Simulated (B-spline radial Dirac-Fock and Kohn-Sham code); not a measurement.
**Dipole and non-dipole photoemission parameters of Sb³⁺ 3d3/2**

System: the Sb³⁺ ion in the configuration [Kr] 4d10 5s2; threshold 578.8 eV (orbital energy of the model). Level of theory: Dirac-Hartree-Slater photoionisation with a Latter tail; cross sections with all multipoles, angular parameters from the dipole term and its interference with E2; a radial finite-basis atomic code.

For linearly polarised light dσ/dΩ = σ/(4π) [1 + β P₂(cos θ) + (δ + γ cos²θ) sin θ cos φ], with θ from the polarisation vector and φ the angle between the beam and the projection of the electron momentum on the plane normal to the polarisation.

```tsv
hν (eV)	σ (kb)	β	γ	δ
600	1500	0.536	-0.008	-0.002
699	987	0.493	-0.066	0.001
700	984	0.495	-0.066	0.001
814	715	0.754	-0.082	0.011
1750	97.0	1.237	0.248	0.058
2880	21.1	1.201	0.625	0.092
2984.4	18.8	1.194	0.654	0.095
3300	13.6	1.169	0.735	0.105
3370	12.7	1.163	0.751	0.107
4540	4.65	1.070	0.989	0.143
5414.7	2.52	1.006	1.127	0.171
6000	1.75	0.966	1.205	0.189
7320	0.853	0.888	1.350	0.231
8280	?	?	?	?
8330	0.530	0.835	1.439	0.262
9251.7	0.358	0.793	1.507	0.290
10000	0.267	0.761	1.557	0.312
12000	0.133	0.688	1.663	0.370
12100	0.128	0.685	1.668	0.373
15000	0.0554	0.599	1.773	0.454
```

Question: Give the values at 8280 eV.

Answer: σ = 0.542 kb, β = 0.838, γ = 1.435, δ = 0.260.

Values without a named source are computed, but for edge energies of neutral atoms, which are taken from tables.
